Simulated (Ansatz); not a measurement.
The cluster Na6, relaxed as a singlet with RKS B3LYP/def2-SVP in Ansatz, starting from the GFN2-xTB geometry. Force threshold 0.02 eV/Å.

The structure comes from a short search, and lower isomers may exist.

Start:

Cartesian coordinates in Å:
```
Na 2.737 -0.367 -1.308
Na 1.916 -2.007 1.161
Na -1.965 1.248 1.756
Na -0.901 -1.564 2.444
Na 0.466 1.173 -2.746
Na -2.253 1.517 -1.307
```

| step | energy (eV) | largest force component (eV/Å) | SCF passes |
| --- | --- | --- | --- |
| 1 | -26489.8473 | 0.186 | 25 |
| 2 | -26489.8856 | 0.149 | 29 |
| 3 | -26489.9574 | 0.063 | 28 |
| 4 | -26490.0157 | 0.102 | 29 |
| 5 | -26490.1038 | 0.127 | 29 |
| 6 | -26490.1995 | 0.137 | 28 |
| 7 | -26490.2812 | 0.117 | 28 |
| 8 | -26490.3478 | 0.067 | 28 |
| 9 | -26490.3807 | 0.047 | 28 |
| 10 | -26490.4007 | 0.042 | 30 |
| 11 | -26490.4135 | 0.032 | 29 |
| 12 | -26490.4203 | 0.014 | 29 |
| 13 | -26490.4217 | 0.011 | 29 |

Force components are those of the run's own axes.

End:

Cartesian coordinates in Å:
```
Na 3.479 -0.560 -1.741
Na 1.419 -1.259 0.884
Na -1.864 0.291 0.926
Na -0.798 -1.792 3.405
Na 0.427 0.955 -1.813
Na -2.663 2.365 -1.660
```

Bonds formed: Na2–Na3, Na2–Na5, Na3–Na5 (atoms count from 1). The end is the same structure that another start reached, the lowest one found.

The force fell under the threshold at step 12, but the optimiser went on. No frequencies were taken in this run, so the end may be a saddle point.

It took 27 s on 4 threads of Arm Neoverse V2 on a shared host.
